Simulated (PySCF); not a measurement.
Input for PySCF: R-MP2/6-31G* on CH6ClN (a complex).

```python
from pyscf import gto, scf, dft, mp
from pyscf.data.elements import chemcore

mol = gto.M(
    atom='''
    N     0.27941773    0.08280984    0.00810242
    H     0.43855938    0.86483503   -0.61656779
    H     0.13857952   -0.73979550   -0.56683603
    H    -0.58876023    0.26029502    0.50291554
    C     0.61370281    0.11459820    3.37012321
    Cl   -1.15424320    0.43964573    3.23432321
    H     1.00278410    0.01579507    2.36044397
    H     1.06656172    0.95249817    3.89137175
    H     0.74034329   -0.80261518    3.93718283
    ''',
    basis='6-31g*',
    cart=True,
    charge=0, spin=0, verbose=3, max_memory=1800)
mf = scf.RHF(mol)
mf.conv_tol = 1e-8
mf.max_cycle = 100
mf.kernel()
if not mf.converged:
    mf = mf.newton().run(mf.mo_coeff, mf.mo_occ)
pt = mp.MP2(mf, frozen=chemcore(mol)).run()
```

It printed:

```
converged SCF energy = -555.280849610303
E(RMP2) = -555.714981767165  E_corr = -0.434132156862531
E(SCS-RMP2) = -555.712429274739  E_corr = -0.43157966443607
```

Self-consistency was reached.

Cost: about 0.4 core-seconds (a rough figure).
